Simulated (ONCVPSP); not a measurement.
**Configuration tests for Ni (Z = 28) (ONCV)**

```
Element                 : nickel
Generator               : ONCVPSP 4.0.1
Type                    : optimised norm-conserving Vanderbilt (ONCV)
Functional              : PBE
Relativity              : scalar-relativistic
Frozen core             : [Ar]
Valence charge          : 10
Reference configuration : 3d8 4s2
Partial waves           : 4s: rc 2.30 bohr, ncon 5, nbas 8, qcut 2.9 1/bohr, 2 projectors, debl 1.5 Ha; p scattering state at 0.36 Ha: rc 1.75 bohr, ncon 5, nbas 8, qcut 5.5 1/bohr, 2 projectors, debl 1.3 Ha; 3d: rc 1.40 bohr, ncon 4, nbas 9, qcut 11.6 1/bohr, 1 projector
Local potential         : polynomial inside 1.10 bohr (lpopt 5, dvloc0 2 Ha)
Core correction         : Teter function, fcfact 2, rcfact 1.2
```

Energies are relative to the spin-unpolarised reference configuration 3d8 4s2; without spin polarisation the order of configurations can differ from experiment.

```json
{"valence configuration": "3d8 4s1", "charge": "+1", "ΔE all-electron (eV)": "9.323", "error AE − PS (meV)": "+3.4"}
{"valence configuration": "3d8 4s0", "charge": "+2", "ΔE all-electron (eV)": "26.674", "error AE − PS (meV)": "+54"}
{"valence configuration": "3d7 4s0", "charge": "+3", "ΔE all-electron (eV)": "64.140", "error AE − PS (meV)": "+110"}
```

What are ΔE and the potential's error for 3d7 4s2?

ΔE = 16.120 eV all-electron; the error (AE − PS) is -129 meV.

Levels in the configuration 3d7 4s2:

| level | all-electron (eV) | pseudo (eV) |
| --- | --- | --- |
| 3d | -24.001 | -24.285 |
| 4s | -14.992 | -14.952 |

Note: ghosts flagged at negative energy: p at -62.1 eV; GHOST(+) flagged for s at 17.6 eV. A true bound ghost makes a file unfit for plane-wave use.
